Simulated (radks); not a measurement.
Problem. All-electron atom: Ar in [Ne] 3s2 3p5 3d1 (not the ground configuration). Calculated with a radial shooting solver on a logarithmic mesh with Libxc functionals: scalar-relativistic Kohn-Sham, LDA (Slater exchange, Perdew-Wang correlation), spin-unpolarised, spherical densities, point nucleus. Some entries of the table are withheld. Estimate them.

orbital,occ.,eigenvalue (eV),r(max) (bohr),<r> (bohr)
1s,2,-3119.694,0.05620,0.08594
2s,2,-304.9009,0.3395,0.4155
2p,6,-238.8602,0.2805,0.3772
3s,2,(1),1.162,1.373
3p,5,-17.3521,(2),1.567
3d,1,-0.6188,6.389,7.637

Solution. 
(1) 3s eigenvalue (eV): -31.7208
(2) 3p r(max) (bohr): 1.260
